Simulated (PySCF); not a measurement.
A side-by-side comparison of computed properties.

First species: H4OSi.
Structure used (GFN2-xTB), in Å, numbered top down from 1:
```
atom  x, y, z in Å
O1     1.1086   -0.1770    0.4821
Si2   -0.4240    0.0496   -0.0086
H3     1.8408   -0.1964   -0.1272
H4    -0.8264   -1.0169   -0.9280
H5    -0.5536    1.3372   -0.6938
H6    -1.1423    0.0054    1.2540
```

Second species: C2H10OSi3.
SMILES: `[SiH2]1[C@@](C1)(O[SiH3])[SiH3]`

Levels: CAM-B3LYP/def2-SVPD for dipole moment, HOMO energy, LUMO energy, HOMO–LUMO gap, static isotropic polarisability and electronic spatial extent ⟨r²⟩ about the centre of nuclear charge; TDDFT CAM-B3LYP/def2-SVPD for lowest singlet excitation; TDA CAM-B3LYP/def2-SVPD for lowest triplet excitation (Tamm–Dancoff); GFN2-xTB for rotational constant A and rotational constant C. Geometries: GFN2-xTB. Each structure is a single optimised conformer of the isolated species, non-relativistic unless stated. Electronic properties by PySCF.

Dipoles, sizes and rotational constants follow the conformer. The torsions of the flexible species, by atom-mapped SMILES:
- `[SiH3:1][O:2][C@:3]1([SiH3:4])[CH2:5][SiH2:6]1`: Si1–O2–C3–Si4 140°

```json
{"property": "dipole moment", "column X": "1.32 D", "column Y": "1.33 D"}
{"property": "HOMO energy", "column X": "-10.18 eV", "column Y": "-7.67 eV"}
{"property": "LUMO energy", "column X": "0.71 eV", "column Y": "0.79 eV"}
{"property": "HOMO–LUMO gap", "column X": "10.89 eV", "column Y": "8.46 eV"}
{"property": "lowest singlet excitation", "column X": "7.17 eV", "column Y": "5.55 eV"}
{"property": "lowest triplet excitation (Tamm–Dancoff)", "column X": "6.80 eV", "column Y": "4.43 eV"}
{"property": "static isotropic polarisability", "column X": "32.0 au", "column Y": "107.0 au"}
{"property": "electronic spatial extent ⟨r²⟩ about the centre of nuclear charge", "column X": "137 bohr²", "column Y": "1259 bohr²"}
{"property": "rotational constant A", "column X": "78.351 GHz", "column Y": "2.158 GHz"}
{"property": "rotational constant C", "column X": "14.009 GHz", "column Y": "1.003 GHz"}
```

(1) Which column belongs to which species?

(2) How does each property change from the first species to the second?

Results:

(1) Column X is the first species and column Y the second. The first has 6 atoms and 26 electrons, the second 16 and 72.

(2) dipole moment +0.01 D; HOMO energy +2.51 eV; LUMO energy +0.08 eV; HOMO–LUMO gap -2.43 eV; lowest singlet excitation -1.62 eV; lowest triplet excitation (Tamm–Dancoff) -2.37 eV; static isotropic polarisability +75.0 au; electronic spatial extent ⟨r²⟩ about the centre of nuclear charge +1122 bohr²; rotational constant A -76.193 GHz; rotational constant C -13.006 GHz.

On the first: S1 lies 3.72 eV below the HOMO–LUMO gap; its leading configuration is HOMO→LUMO, weight 0.95.

On the second: The vertical singlet–triplet gap S1 − T1 is 1.12 eV (TDDFT singlet less Tamm–Dancoff triplet; S1: HOMO→LUMO+1, weight 0.51, beside HOMO→LUMO, weight 0.37; T1: HOMO→LUMO, weight 0.86). The principal polarisabilities are 92.6, 109.6 and 118.8 au; their mean is the isotropic value.
